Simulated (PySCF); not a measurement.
A small calculation by hand: chemical shift, span and skew from a shielding tensor

Ge(H)(Cl)(NH2)2 (ClGeH₅N₂), SMILES [NH2][GeH]([NH2])[Cl]. Atoms are numbered in the order given.

```xyz
9

Ge     0.1079    -0.0944     0.4233
N     -1.2412    -1.2483     0.7835
N      1.4116    -1.1067    -0.3428
Cl    -0.3197     1.3986    -1.1179
H      0.3958     0.7053     1.7031
H     -1.5380    -1.8049    -0.0164
H     -2.0587    -0.8506     1.2412
H      2.1129    -0.5677    -0.8468
H      1.8763    -1.7525     0.2935
```

Coordinates come from a r2SCAN-D4/def2-SVP optimisation. The structure was generated by enumeration, and PubChem lists no compound with its InChIKey, so it may never have been made. The values are those of a single conformer.

GIAO shieldings from PBE/pcSseg-1 run with PySCF, non-relativistic, no solvent. The symmetric part of the tensor of N2 has the principal values 196.5, 204.5, 248.6 ppm. The same nucleus in NH3 has σ = 267.0 ppm at this level (PySCF, at its B3LYP-D3(BJ)/def2-TZVP geometry). Without spin–orbit terms, shifts of atoms bonded to Cl or Br come out too high.

Problem. Work out the isotropic shielding, the ¹⁵N shift against NH3, the span and the skew.

Solution. 
σ(iso) = (σ11 + σ22 + σ33)/3 = 216.5 ppm. δ = σ(ref) − σ(iso) = 267.0 − (216.5) = 50.5 ppm.
Span Ω = σ33 − σ11 = 52.1 ppm. Skew κ = 3(σ(iso) − σ22)/Ω = 0.69. Tumbling in solution averages the tensor to δ; in a static solid the shielding alone would spread this spin-1/2 line over Ω.
